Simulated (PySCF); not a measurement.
# Telling isomers of C$_{7}$H$_{12}$N$_{2}$Si apart by NMR

[PySCF 2.14: PBE0/pcSseg-1 with gauge-including orbitals; structure optimised with GFN2-xTB; relativity neglected; fast rotation and ring inversion assumed for equivalent nuclei; gas phase; one conformer]

Referencing at the same level of theory: ¹H (σref 31.72) and ¹³C (σref 186.93) vs TMS. Where no couplings were computed, multiplicities follow the n + 1 count of equivalent neighbours, and m marks all less simple cases (inequivalent or close neighbours, rings, F or P nearby). Shifts are as computed. Against solution values, carbons near 30 ppm lie about +3 ppm off and those near 130 ppm about +5 ppm. Of 1211 compounds with measured shifts, 218 miss one by over three times the rms of a fit or turn the order of signals round; such compounds aren't used in these exercises. OH and NH positions are gas-phase values without hydrogen bonding to other molecules.

(1) Tabulate the signals of `C[Si](C)(C)c1cccnn1`, `C[Si](C)(C)c1ccnnc1`, `Cc1ccccc1NN[SiH3]` and their relative energies.

(2) What is the quickest way to tell C[Si](C)(C)c1ccnnc1 from Cc1ccccc1NN[SiH3]?

(3) What is the quickest way to tell C[Si](C)(C)c1cccnn1 from C[Si](C)(C)c1ccnnc1?

(4) What is the quickest way to tell C[Si](C)(C)c1cccnn1 from Cc1ccccc1NN[SiH3]?

Results:

(1) 
```tsv
SMILES	carbon types	δC	δH	E rel. (kcal/mol)
C[Si](C)(C)c1cccnn1	1×C 3×CH 3×CH3	173.3, 154.4, 134.8, 127.8, -1.0	9.48 (d, 1H), 7.57 (d, 1H), 7.34 (m, 1H), 0.41 (s, 9H)	1.3
C[Si](C)(C)c1ccnnc1	1×C 3×CH 3×CH3	159.1, 155.4, 142.1, 134.1, -1.4	9.55 (s, 1H), 9.49 (d, 1H), 7.37 (d, 1H), 0.33 (s, 9H)	0.0
Cc1ccccc1NN[SiH3]	2×C 4×CH 1×CH3	152.1, 136.0, 133.1, 124.0, 123.6, 114.6, 19.5	7.48 (m, 1H), 7.38 (d, 1H), 6.99 (m, 1H), 6.91 (d, 1H), 4.62 (s, 3H), 4.43 (br s, 1H), 2.80 (br s, 1H), 2.21 (s, 3H)	11.2
```

Energies are electronic energies at PBE0/pcSseg-1 on these geometries, without zero-point or thermal terms, each for the one conformer computed, which needn't be the lowest.

(2) Count the carbon signals: 5 against 7. The first has an aromatic CH next to a ring nitrogen at 159.1 ppm, the second a methyl carbon on an aromatic ring (CH3) at 19.5 ppm. Their most deshielded carbons lie at 159.1 and 152.1 ppm. In the proton spectra the most deshielded non-exchanging signals are 9.55 (s, 1H) and 7.48 (m, 1H).

(3) Both give the same number of carbon signals, with the same numbers of each carbon type, so the positions decide. The first has a substituted aromatic carbon next to a ring nitrogen (C) at 173.3 ppm, the second a substituted aromatic carbon (C) at 142.1 ppm. Their most deshielded carbons lie at 173.3 and 159.1 ppm.

(4) Count the carbon signals: 5 against 7. The first has a substituted aromatic carbon next to a ring nitrogen (C) at 173.3 ppm, the second a substituted aromatic carbon (C) at 124.0 ppm. Their most deshielded carbons lie at 173.3 and 152.1 ppm. In the proton spectra the most deshielded non-exchanging signals are 9.48 (d, 1H) and 7.48 (m, 1H).
